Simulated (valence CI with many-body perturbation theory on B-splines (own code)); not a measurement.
# Se II: electric-dipole lines

Level of theory: configuration interaction combined with many-body perturbation theory (CI+MBPT): five valence electrons over a frozen Dirac-Fock core [Ar] 3d10, radial functions for each j: 9 s, 9 p, 8 d, 6 f, 3 g, 1 h, with the one-electron correlation potential Σ1 (screened to all orders), the two-electron term Σ2, the three-electron term Σ3, Breit, model QED; selected single and double excitations, second order for the rest, scaled by the run's own slope (own B-spline code, finite nucleus).

Set against measurement, 14 paired levels are off by 171 cm⁻¹ on average, the worst by 343. These come from a selection out of the NIST Handbook of Basic Atomic Spectroscopic Data. Levels without a partner in it may be off by more. Among the levels kept, up to 1500 cm⁻¹ of a level comes from second order outside the variational space, and about a tenth of that is noise between levels of different J, which matters for small intervals.

Lines 101 to 150 of 242 in falling wavelength, among levels below 125568 cm⁻¹, chosen from the strongest by gf and those to the six lowest levels. Wavelengths and rates use the calculated energies, so an error of 200 cm⁻¹ moves a line at 323.1 nm by 0.65 % and its rate by three times that or more. Electric multipoles are in the length gauge, E1 and E2 with the static RPA response of the core. Weak lines are less certain than strong ones. Lines between different terms over intervals too small for the method are left out, as are lines whose strength nearly cancels. Where a level lies close to another of its J and parity, the split of strength between their lines is uncertain. The highest levels of a list are the least certain.

Names give the largest LS component (configuration and term), which can be under half, so a name can repeat, a term be missing and a line seem to break the LS rules; names also repeat where a configuration has a term twice. Letters in brackets count levels of one name in rising energy.

| λ vac (nm) | λ from measured levels | Upper | Lower | A (s⁻¹) | S (a.u.) |
| --- | --- | --- | --- | --- | --- |
| 463.8 |  | 4s2 4p2 5p 4P°_5/2 | 4s2 4p2 5s 4P_3/2 | 7.55e+06 | 2.23e+00 |
| 462.6 |  | 4s2 4p2 5p 2D°_5/2 | 4s2 4p2 5s 4P_5/2 | 2.89e+07 | 8.48e+00 |
| 453.7 |  | 4s2 4p2 5p 4P°_1/2 | 4s2 4p2 5s 4P_1/2 | 8.32e+06 | 7.66e-01 |
| 448.5 |  | 4s2 4p2 5p 2P°_1/2 | 4s2 4p2 5s 2P_1/2 | 3.55e+07 | 3.16e+00 |
| 446.7 |  | 4s2 4p2 5p 2D°_3/2 | 4s2 4p2 5s 4P_1/2 | 6.64e+06 | 1.17e+00 |
| 446.2 |  | 4s2 4p2 5p 2P°_3/2 | 4s2 4p2 5s 2P_1/2 | 1.32e+07 | 2.32e+00 |
| 445.3 |  | 4s2 4p2 5p 4S°_3/2 | 4s2 4p2 5s 4P_3/2 | 4.23e+06 | 7.38e-01 |
| 424.8 |  | 4s2 4p2 5p 2D°_5/2 | 4s2 4p2 5s 4P_3/2 | 1.74e+06 | 3.95e-01 |
| 323.1 | 324.3 | 4s2 4p2 5p 4D°_3/2 | 4s 4p4 4P_5/2 | 2.48e+06 | 1.65e-01 |
| 313.1 |  | 4s2 4p2 5p 4P°_1/2 | 4s 4p4 4P_3/2 | 8.67e+06 | 2.63e-01 |
| 309.6 | 310.6 | 4s2 4p2 5p 4D°_5/2 | 4s 4p4 4P_5/2 | 1.62e+06 | 1.43e-01 |
| 303.5 |  | 4s2 4p2 5p 4P°_5/2 | 4s 4p4 4P_3/2 | 2.79e+06 | 2.31e-01 |
| 303.1 |  | 4s2 4p2 5p 4S°_3/2 | 4s 4p4 4P_1/2 | 1.32e+07 | 7.26e-01 |
| 302.9 |  | 4s2 4p2 5p 4P°_3/2 | 4s 4p4 4P_5/2 | 1.42e+07 | 7.78e-01 |
| 295.5 |  | 4s2 4p2 5p 4S°_3/2 | 4s 4p4 4P_3/2 | 1.51e+07 | 7.71e-01 |
| 294.3 |  | 4s2 4p2 5p 2D°_3/2 | 4s 4p4 4P_5/2 | 8.57e+06 | 4.31e-01 |
| 293.9 | 294.8 | 4s2 4p2 5p 4D°_7/2 | 4s 4p4 4P_5/2 | 7.23e+05 | 7.24e-02 |
| 288.7 |  | 4s2 4p2 5p 4P°_5/2 | 4s 4p4 4P_5/2 | 4.57e+06 | 3.26e-01 |
| 281.4 |  | 4s2 4p2 5p 4S°_3/2 | 4s 4p4 4P_5/2 | 5.92e+06 | 2.61e-01 |
| 273.1 |  | 4s2 4p2 5p 2D°_5/2 | 4s 4p4 4P_5/2 | 3.09e+06 | 1.86e-01 |
| 265.8 |  | 4s2 4p2 5p 2P°_3/2 | 4s 4p4 4P_5/2 | 5.32e+05 | 1.97e-02 |
| 167.7 | 166.7 | 4s 4p4 4P_5/2 | 4s2 4p3 2P°_3/2 | 9.91e+04 | 1.38e-03 |
| 163.1 | 162.1 | 4s 4p4 4P_3/2 | 4s2 4p3 2P°_3/2 | 9.71e+04 | 8.31e-04 |
| 160.9 | 159.9 | 4s 4p4 4P_3/2 | 4s2 4p3 2P°_1/2 | 3.52e+03 | 2.89e-05 |
| 160.9 | 159.9 | 4s 4p4 4P_1/2 | 4s2 4p3 2P°_3/2 | 2.42e+05 | 9.93e-04 |
| 158.7 | 157.7 | 4s 4p4 4P_1/2 | 4s2 4p3 2P°_1/2 | 2.35e+05 | 9.28e-04 |
| 143.4 | 142.7 | 4s 4p4 4P_5/2 | 4s2 4p3 2D°_5/2 | 3.76e+05 | 3.29e-03 |
| 142.2 | 141.4 | 4s 4p4 4P_5/2 | 4s2 4p3 2D°_3/2 | 1.31e+05 | 1.12e-03 |
| 140.4 | 140.1 | 4s2 4p2 5s 4P_1/2 | 4s2 4p3 2P°_3/2 | 3.06e+06 | 8.37e-03 |
| 140.0 | 139.3 | 4s 4p4 4P_3/2 | 4s2 4p3 2D°_5/2 | 3.20e+05 | 1.73e-03 |
| 138.8 | 138.1 | 4s 4p4 4P_3/2 | 4s2 4p3 2D°_3/2 | 1.46e+05 | 7.73e-04 |
| 138.8 | 138.4 | 4s2 4p2 5s 4P_1/2 | 4s2 4p3 2P°_1/2 | 1.04e+06 | 2.74e-03 |
| 137.6 | 137.3 | 4s2 4p2 5s 4P_3/2 | 4s2 4p3 2P°_3/2 | 3.32e+06 | 1.71e-02 |
| 137.2 | 136.5 | 4s 4p4 4P_1/2 | 4s2 4p3 2D°_3/2 | 8.80e+04 | 2.24e-04 |
| 136.0 | 135.7 | 4s2 4p2 5s 4P_3/2 | 4s2 4p3 2P°_1/2 | 9.37e+05 | 4.65e-03 |
| 134.0 | 133.7 | 4s2 4p2 5s 4P_5/2 | 4s2 4p3 2P°_3/2 | 2.23e+04 | 1.59e-04 |
| 133.6 |  | 4s2 4p2 5s 2P_1/2 | 4s2 4p3 2P°_3/2 | 1.98e+07 | 4.66e-02 |
| 132.1 |  | 4s2 4p2 5s 2P_1/2 | 4s2 4p3 2P°_1/2 | 1.64e+08 | 3.74e-01 |
| 131.3 |  | 4s2 4p2 5s 2P_3/2 [a] | 4s2 4p3 2P°_3/2 | 5.61e+07 | 2.51e-01 |
| 129.9 |  | 4s2 4p2 5s 2P_3/2 [a] | 4s2 4p3 2P°_1/2 | 1.89e+07 | 8.18e-02 |
| 129.6 |  | 4s2 4p2 5s 2P_3/2 [b] | 4s2 4p3 2P°_3/2 | 1.11e+08 | 4.77e-01 |
| 129.2 |  | 4s 4p4 2D_5/2 | 4s2 4p3 2P°_3/2 | 1.26e+06 | 8.07e-03 |
| 128.2 |  | 4s2 4p2 5s 2P_3/2 [b] | 4s2 4p3 2P°_1/2 | 4.48e+07 | 1.86e-01 |
| 124.2 |  | 4s2 4p2 4d 4F_3/2 | 4s2 4p3 2P°_3/2 | 8.30e+06 | 3.14e-02 |
| 124.0 |  | 4s2 4p2 4d 2P_3/2 | 4s2 4p3 2P°_3/2 | 1.77e+08 | 6.67e-01 |
| 123.4 |  | 4s2 4p2 4d 4F_5/2 | 4s2 4p3 2P°_3/2 | 8.96e+05 | 4.98e-03 |
| 122.9 |  | 4s2 4p2 4d 4F_3/2 | 4s2 4p3 2P°_1/2 | 1.16e+07 | 4.24e-02 |
| 122.7 |  | 4s2 4p2 4d 2P_3/2 | 4s2 4p3 2P°_1/2 | 6.42e+07 | 2.34e-01 |
| 122.4 |  | 4s2 4p2 4d 2P_1/2 | 4s2 4p3 2P°_3/2 | 4.23e+07 | 7.64e-02 |
| 122.1 | 121.8 | 4s2 4p2 5s 4P_1/2 | 4s2 4p3 2D°_3/2 | 5.51e+07 | 9.90e-02 |
